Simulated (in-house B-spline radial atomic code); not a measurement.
# RPA and G0W0 on PBE0: Te VI (Te5+)

Configuration [Kr] 4d10 5s1, highest spin, mean-field start PBE0. Computed with an all-electron radial atomic-structure program (B-spline basis): all electrons, scalar-relativistic (spin-free one-electron X2C), finite nucleus, each spin shell either full or empty, empty states to l = 9 with an (l + 1/2)⁻⁴ tail; G0W0 by contour deformation at full frequency.

Command:
```bash
python run_gw.py task.json out
```
Settings (radii: box in bohr, nucleus in fm):
```
Z                        52
electrons                47
configuration            [Kr] 4d10 5s1
hamiltonian              x2c
method                   pbe0
lmax                     9
rms_radius               4.7423
spin_polarised           True
box_radius               10.43
intervals                67
ion_configuration        [Kr] 4d10
```

Time taken, with all properties: 13 s on 1 thread of Arm Neoverse N1, on a shared host.

Energies (hartree):

```
                                     term        value
                         mean-field total  -6787.92542
Hartree-Fock functional on these orbitals  -6785.59110
                      direct second order      -4.1475
                    second-order exchange       1.1506
                         SOSEX correction       1.0809
```

(1) What is the RPA correlation energy, and what remains with SOSEX?

Quasi-particle levels (eV):

```tsv
level	occupied	mean field	Σx - vxc	Σc	QP weight	G0W0
5s up	yes	-66.71	-2.50	?	?	?
4d down	yes	-101.84	-8.04	0.36	0.954	-109.51
4d up	yes	-102.18	-8.05	0.35	0.939	-109.88
5s down	no	-62.36	6.59	-2.85	0.962	-58.63
```

G0W0 = mean field + (Σx - vxc) + Σc, with Σc (partial-wave tail included) taken at the quasi-particle energy. Only the outer levels were computed. Levels of low weight are left out.

(2) Where does G0W0 put 5s up?

(3) What does it cost to remove one electron (to [Kr] 4d10) by differences of total energies, each species on its own start (correlation terms add to the Hartree-Fock functional)?

## Answers

(1) RPA gives -3.6984 hartree (-2.14 eV per electron); RPA + SOSEX gives -2.6176, and the second-order doubles -2.9969 hartree (no singles). SOSEX takes back 29 % of the RPA value.

(2) At -71.36 eV, with Σc = -2.16 eV and a quasi-particle weight of 0.973. The tabulated removal energy is 69.1 ± 2 eV (NIST, tabulated theory); the calculation leaves out spin-orbit coupling, Breit and QED terms, and what these don't explain is the method's own error.

(3) PBE0 70.98 eV, Hartree-Fock functional 68.98 eV, + RPA 71.15 eV, + RPA + SOSEX 70.47 eV, + second order 71.39 eV. Tabulated: 69.1 ± 2 eV (NIST, tabulated theory); the calculation leaves out spin-orbit coupling, Breit and QED terms, and what these don't explain is the method's own error.
